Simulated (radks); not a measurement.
Values are calculated unless marked as measured or tabulated.
Numerical settings for the copper ion Cu2+, [Ar] 3d9. Level of theory: scalar-relativistic Kohn-Sham, r2SCAN, spin-polarised, spherical densities, finite nucleus; open shells are filled with parallel spins first; meta-GGA in the generalised Kohn-Sham scheme; Fermi nuclear charge, rms radius 3.8823 fm (a radial shooting solver on a logarithmic mesh with Libxc functionals). The defaults (mesh step 0.008 in ln r, mesh end at 40 bohr or more with all orbitals vanishing there, Anderson mixing 0.5 over 9 steps, residual threshold near 1e-9 with the energy settled to 1e-9 hartree or 1e-11 of itself, here a cap of 83 iterations) give E = -1654.035 hartree and 3d at -29.013 eV in 15 iterations. Run on one thread of a shared host, so times are rough (Arm Neoverse V2): 0.14 s of CPU time, 0.14 s wall, 15 iterations on 2189 mesh points. Changes against that run (0 stands for a change within the tolerance of the run):

\begin{tabular}{lrrrrr}
setting & iterations & converged & E (mhartree) & e(3d) (meV) & CPU (s) \\ \hline
mesh step in ln r 0.02 & 13 & yes & 0 & -0.00977 & 0.06 \\
mesh step in ln r 0.08 & 5 & no & diverged & - & 0.01 \\
mesh step in ln r 0.012 & 14 & yes & 0 & +0.0121 & 0.09 \\
mesh end (bohr) 2 & 12 & yes & +1.54e+03 & +1.79e+04 & 0.1 \\
mesh end (bohr) 20 & 15 & yes & 0 & 0 & 0.14 \\
residual threshold 1e-16 & 83 & no & 0 & 0 & 0.43 \\
residual threshold 0.001 & 10 & yes & 0 & -0.953 & 0.1 \\
mixing 1.5 & 16 & yes & 0 & -0.00481 & 0.15 \\
linear mixing, mixing 0.8 & 29 & no & diverged & - & 0.39 \\
linear mixing, mixing 0.2 & 62 & yes & 0 & -0.0076 & 0.48 \\
mixing history 20 & 16 & yes & 0 & +0.017 & 0.14 \\
iteration cap 8 & 8 & no & 0 & -0.184 & 0.08 \\
\end{tabular}

Settings that end as converged yet miss the energy by more than 1 mhartree: mesh end (bohr) 2 (+1.54 hartree). A mesh that ends early acts as a hard wall.
